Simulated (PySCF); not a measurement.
C₂H₅BF₂O, SMILES C[C@H](O)B(F)F. Geometry: PBE-D3(BJ)/def2-SVP. The structure was generated by enumeration; whether it is a known compound was not checked. Other conformers were not sampled.

Computed equilibrium geometry at PBE-D3(BJ)/def2-SVP (PySCF confirms it by a frequency run) as Cartesian coordinates in Å (one conformer of several):
```xyz
11

C     -1.6762    -0.2390    -0.7927
C     -0.5362    -0.6033     0.1741
O     -0.8789    -0.3764     1.5339
B      0.7750     0.2092    -0.1719
F      1.3043     0.1184    -1.3949
F      1.3976     0.9964     0.6954
H     -1.9758     0.8208    -0.6633
H     -2.5715    -0.8682    -0.5991
H     -1.3803    -0.3958    -1.8496
H     -0.2727    -1.6811    -0.0098
H     -1.6867    -0.8903     1.7179
```
